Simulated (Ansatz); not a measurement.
Cartesian coordinates in Å:
```
N -1.485 0.401 -0.694
Nb 0.245 0.578 0.231
N 1.163 -1.156 0.397
O 1.223 1.563 -0.737
F -0.039 1.303 1.953
H -1.704 0.843 -1.575
H -2.253 -0.187 -0.402
H 0.794 -1.978 0.854
H 2.055 -1.368 -0.026
```

Charge 0, multiplicity 1. Nb: def2 effective core potential.

Q: List the r2SCAN/def2-TZVPP orbital energies in eV (Ansatz). (Estimate.)

A: Ansatz gave: Occupied: -665.39, -515.56, -385.25, -385.25, -63.67, -39.09, -38.55, -38.38, -29.41, -22.97, -21.99, -21.90, -12.79, -12.74, -10.90, -10.53, -10.53, -10.07, -9.92, -8.61, -8.35, -8.21, -7.38, -6.73. Lowest empty: -1.69, -1.47, -0.34, -0.19, -0.12, 0.40, 0.84, 1.34.
